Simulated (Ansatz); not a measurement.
`[NH2][Hf]([F])([Cl])[Cl]` + H₂O → `[OH][Hf]([F])([Cl])[Cl]` + NH₃ at 500 K and 1 bar (formal hydrolysis of the Hf–N bond).

Computed with Ansatz on PBE0-D4/def2-TZVP structures; ΔE is electronic, products minus reactants. CBS: MP2 limit from def2 TZ/QZ plus the TZ coupled-cluster correction, frozen cores. This one scheme is used for every species. Elements past krypton have def2 core potentials. For Hf outer-core shells are correlated without core-valence functions, which leaves a few kJ/mol of doubt a bond. One conformer a species, not always the lowest.

```
                   species  CCSD(T)/CBS energy (Eh)  H − E (kJ/mol)  S (J/(mol·K))
`[NH2][Hf]([F])([Cl])[Cl]`              -1123.44141           123.9          454.8
                       H₂O                -76.37941            73.2          206.3
 `[OH][Hf]([F])([Cl])[Cl]`              -1143.33676            90.4          446.2
                       NH₃                -56.50880           108.2          211.8
```

H − E and S are ideal-gas, rigid-rotor, harmonic terms from PBE0-D4/def2-TZVP, for one conformer and one mirror image of each species. 1 Eh = 2625.50 kJ/mol, R = 8.31446 J/(mol·K).

By hand: ΔE, ΔH, ΔS and ΔG.

ΔE = (-1143.33676) + (-56.50880) − (-1123.44141) − (-76.37941) = -0.02474 Eh = -65.0 kJ/mol. Δ(H − E) = 90.4 + 108.2 − 123.9 − 73.2 = 1.5, so ΔH = -63.5 kJ/mol. ΔS = 446.2 + 211.8 − 454.8 − 206.3 = -3.1 J/(mol·K). ΔG = -63.5 − 500 × (-3.1)/1000 = -62.0 kJ/mol.

By hand: the equilibrium constant, and the temperature at which ΔG would vanish if ΔH and ΔS stayed fixed.

log₁₀ K = −ΔG/(RT ln 10) = 6.5. ΔG = 0 at ΔH/ΔS = 20484 K, far beyond where these terms or the molecules hold.

The number of gas molecules stays the same, so ΔS is small and ΔH decides. A doubt of 5 kJ/mol in ΔE shifts log₁₀ K by 0.5 here. Other conformers and mirror images would add mixing entropy, several J/(mol·K) or more a flexible species. These are equilibria of isolated gas molecules and say nothing of rates. Largest T1 diagnostic: 0.015 (customary marks: 0.02 for closed shells, 0.045 for open ones).
